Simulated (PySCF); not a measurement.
Fractional electron number in Pr²⁺ (praseodymium, charge +2)

The 4f alpha orbital of [Xe] 4f3 is emptied in steps (occupation f), with all orbitals relaxed, ending at [Xe] 4f2. All numbers are calculated (PySCF 2.14, scalar relativity through the core potential, in def2-SVP with the def2 core potential (28 electrons)). The exact energy is a straight line in f; departures are measured from the line between the end points of the same method.

```tsv
f	M06-2X (eV)
1	0.000
0.8	-0.405
0.6	-0.618
0.4	-0.628
0.2	-0.425
0	0.000
```

Q: For M06-2X, how does the orbital energy at f = 1 compare with the removal energy?

A: −ε = 19.794 eV against a total-energy difference of 22.282 eV. By Janak's theorem ε = ∂E/∂f, so the gap between them reflects the curvature. Along the path −ε is 20.727 (f = 0.8), 21.716 (f = 0.6), 22.759 (f = 0.4), 23.847 (f = 0.2) eV.

Reference removal energy between the ground levels: 21.624 eV (measured; NIST Atomic Spectra Database, ionization energies). The calculation has no spin-orbit coupling. The determinant left behind need not be the lowest term of the ion.
